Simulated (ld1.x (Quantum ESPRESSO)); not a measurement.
## Hf, PAW: configuration errors across variants

hafnium (Hf), PAW, made with ld1.x (Quantum ESPRESSO) 7.5 (BLYP, scalar-relativistic). Core [Kr] 4d10 4f14, reference 5s2 5p6 5d2 6s2 6p0. Waves: 5s (bound): rcut 1.65, rcutus 1.80 bohr; 6s (bound): rcut 1.65, rcutus 1.80 bohr; 5p (bound): rcut 1.85, rcutus 2.10 bohr; 6p (bound, empty): rcut 1.85, rcutus 2.10 bohr; 5d (bound): rcut 2.25, rcutus 2.40 bohr; 5d channel at 1.7 Ry: rcut 2.25, rcutus 2.40 bohr. Local part: all-electron potential smoothed inside 1.95 bohr (lloc = -2). Core correction: Bessel-smoothed model core inside 1.75 bohr. Augmentation charge: GAUSS, radius 1.60 bohr.

All-electron excitation energies from the reference (eV): (1) 5s2 5p6 5d2 6s1 6p0 7.904; (2) 5s2 5p6 5d2 6s0 6p0 22.181; (3) 5s2 5p6 5d1 6s0 6p0 43.993; (4) 5s2 5p6 5d1 6s2 6p1 1.979; (5) 5s2 5p6 5d2 6s0 6p2 7.968; (6) 5s2 5p6 5d3 6s0 6p0 10.001; (7) 5s2 5p6 5d1 6s2 6p0 6.376.

The overlap operator is not positive definite (basis up to 400 Ry) in “local potential all-electron potential smoothed inside 2.00 bohr (lloc = -1)”, “waves 5s (bound): rcut 1.14, rcutus 1.20 bohr; 6s (bound): rcut 1.14, rcutus 1.20 bohr”. Such files are unfit for use, however small their errors in these radial tests.

Tests that are not counted but printed errors over 1 eV. “local potential all-electron potential smoothed inside 2.86 bohr (lloc = -2)”: 5s2 5p6 5d1 6s0 6p0 (solver errors, printed error -672 eV). “waves 5p (bound): rcut 1.85, rcutus 2.58 bohr; 6p (bound): rcut 1.85, rcutus 2.58 bohr”: 5s2 5p6 5d1 6s0 6p0 (solver errors, printed error -672 eV).

5 further variants failed, have other tests or another functional or relativity, and are left out.

Errors AE − PS in meV (a dash: test not solved or not reliable):

```tsv
change	(1)	(2)	(3)	(4)	(5)	(6)	(7)	bound ghosts
base	-3.2	-12	-71	-5.9	-1.6	-10	-9.9	none
local potential all-electron potential smoothed inside 2.00 bohr (lloc = -1)	-4.7	-22	-76	+28	+51	-20	-11	not determined (overlap not positive)
wave 5d channel at 1.7 Ry: rcut 2.25, rcutus 2.40 bohr becomes 5d channel at 0.78 Ry: rcut 2.25, rcutus 2.40 bohr	-3.2	-12	-72	-5.9	-1.6	-10	-9.9	none
waves 5s (bound): rcut 1.14, rcutus 1.20 bohr; 6s (bound): rcut 1.14, rcutus 1.20 bohr	-3.3	-13	-81	-12	-7.4	-11	-12	not determined (overlap not positive)
local potential all-electron potential smoothed inside 2.86 bohr (lloc = -2)	-3.2	-12	–	-5.9	-1.5	-10	-10	none
waves 5p (bound): rcut 1.85, rcutus 2.58 bohr; 6p (bound): rcut 1.85, rcutus 2.58 bohr	-3.0	-11	–	+10	+57	-11	-9.9	none
```

(1) Give the same row for: core correction Bessel-smoothed model core inside 2.10 bohr.

Results:

(1) -3.3, -12, -73, -5.9, -2.5, -11, -9.8; bound ghosts: none.
